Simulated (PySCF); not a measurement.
# Electronic structure of Sn⁴⁵⁺ (tin, charge +45) at the UHF level

Configuration: [He] 2s2 2p1, 2P determinant. All numbers are calculated (PySCF 2.14, no relativity, point nucleus, in an uncontracted even-tempered set (17 s from 20 bohr⁻², ratio 2.2; 10 p from 26 bohr⁻², ratio 2.2; 5 d from 99 bohr⁻², ratio 2.4; 5 f from 150 bohr⁻², ratio 2.4; 4 g from 220 bohr⁻², ratio 2.4)).

- Total energy: -3322.495408 hartree
- One-electron energy: -3435.7677 hartree
- Hartree (Coulomb) energy: 160.4369 hartree
- Exchange energy: -47.1646 hartree
- Kinetic energy: 3322.49744 hartree
- ⟨S²⟩: 0.7500
- ⟨L²⟩: 2.000
- Sum of ⟨r⟩: 0.4145 bohr
- Sum of ⟨r²⟩: 0.05188 bohr²
- Traceless quadrupole moment −½Σ⟨3z² − r²⟩ along its main axis: -0.00529 e·bohr²
- Density at the nucleus (Gaussians lack the cusp): 86400 bohr⁻³
- Spin density at the nucleus: -0.255 bohr⁻³

| shell | electrons | mean orbital energy (hartree) | rms radius, mean of both spins (bohr) |
| --- | --- | --- | --- |
| 1s α | 1 | -1188.86527 | 0.0350 |
| 1s β | 1 | -1188.09192 | 0.0350 |
| 2s α | 1 | -279.21796 | 0.135 |
| 2s β | 1 | -277.77793 | 0.135 |
| 2p α | 1 | -275.27002 | 0.115 |

A non-relativistic calculation at this Z misses sizeable relativistic shifts. Spin-orbit coupling, absent here, splits the open shell strongly.

Spin-orbit constants ζ (cm⁻¹) from the X2C one-electron operator on these orbitals (non-relativistic here): bare nucleus, nucleus screened by l(l+1)(2l+1)/3 electrons, and screened by the Breit-Pauli mean field of the electrons.

| shell | bare | screened nucleus | mean field |
| --- | --- | --- | --- |
| 2p | 1212000 | 1163000 | 1149000 |

To first order the Landé constant is A = 1149000 cm⁻¹, so the lowest level has J = 1/2 and lies 142 eV below the centre of the term.
